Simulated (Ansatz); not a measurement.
All numbers were calculated with Ansatz.

A structure relaxed at PBE0-D4/def2-TZVP, charge 0, multiplicity 1:

```tsv
atom	x (Å)	y (Å)	z (Å)
C1	1.1499	1.3926	1.1619
Sn2	0.0000	0.0000	0.0000
C3	-1.0594	-1.3264	1.3152
C4	1.3149	-1.1394	-1.2586
C5	-1.4054	1.0732	-1.2184
H6	0.4946	1.9845	1.8028
H7	1.8652	0.8618	1.7921
H8	1.6999	2.0703	0.5072
H9	-1.6513	-2.0395	0.7393
H10	-1.7308	-0.7617	1.9640
H11	-0.3583	-1.8817	1.9401
H12	0.7457	-1.8567	-1.8520
H13	2.0399	-1.6866	-0.6540
H14	1.8569	-0.4794	-1.9378
H15	-0.8821	1.7528	-1.8928
H16	-1.9979	0.3788	-1.8161
H17	-2.0819	1.6575	-0.5928
```

(1) Give its formula and SMILES.

(2) Point group (tolerance 0.08 Å, 0.16 Å for H)?

(3) Summarise the bond lengths by kind.

Answers

(1) C4H12Sn, `[CH3][Sn]([CH3])([CH3])[CH3]` (tetramethyltin).

(2) Td.

(3) 4 × C–Sn 2.147 Å; 12 × C–H 1.091 Å.
